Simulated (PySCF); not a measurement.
A geometry optimisation on SbH2(SiH3) (`[SiH3][SbH2]`).

Computed with PBE0-D3(BJ)/def2-SVP geometry optimisation, gas phase, def2 core potentials past Kr (PySCF 2.14.0). Start geometry: GFN2-xTB. The command runs a driver script over a list of jobs; the input below is this job's line of settings and its coordinates in Å.

Command:
```bash
OMP_NUM_THREADS=1 python probes_run.py task.json out
```

Input:
```
{"job": {"xc": "PBE0", "basis": "def2-SVP", "d3": "d3bj", "grid": 1, "maxiter": 40, "shake": 0.03, "kind": "geom"}, "charge": 0, "multiplicity": 1}
Sb     0.659080     1.021710     1.168230
H      1.954300     1.034180     0.161970
H     -0.120980     2.239630     0.075710
Si    -0.352020    -0.777670    -0.186860
H     -0.503500    -0.631930    -1.657960
H     -1.840640    -0.953410     0.273860
H      0.295620    -2.034510     0.096500
```

Output:
```
step   0  E = -532.50611268  max force = 0.047092
step   1  E = -532.51535743  max force = 0.012638
step   2  E = -532.51645953  max force = 0.005119
step   3  E = -532.51665884  max force = 0.001325
step   4  E = -532.51667970  max force = 0.000335
step   5  E = -532.51668360  max force = 0.000328
optimisation converged
```

Energies in Eh; «max force» is the largest Cartesian gradient component in Eh/bohr.

Give the first gradient maximum in eV/Å.

With 1 Eh/bohr = 51.422 eV/Å, 2.422 eV/Å.

How much energy does the optimisation release, in kJ/mol?

E(step 0) − E(last step) = 0.010571 Eh, which is 27.8 kJ/mol.

Summary of the converged run: final energy -532.51668 Eh after 5 steps; dipole 0.10 D.

Give the final coordinates.

0.079 Å rms from the input after alignment:
```
atom  x, y, z in Å
Sb1    0.6529    1.0966    1.1397
H2     2.0174    1.0511    0.0978
H3    -0.1193    2.2573    0.1389
Si4   -0.4485   -0.8305   -0.1815
H5    -0.4309   -0.6002   -1.6575
H6    -1.8649   -0.9791    0.2727
H7     0.2852   -2.0972    0.1213
```

How long does this job take on one thread, Arm Neoverse V2 (aarch64), no GPU, shared host with 32 logical CPUs at a one-minute load of 18? And the peak memory of the process?

About 9.9 s, with 0.28 GiB resident at the peak, the Python interpreter and its libraries included.
Labels such as C1 count atoms from 1, the log's own numbers from 0.
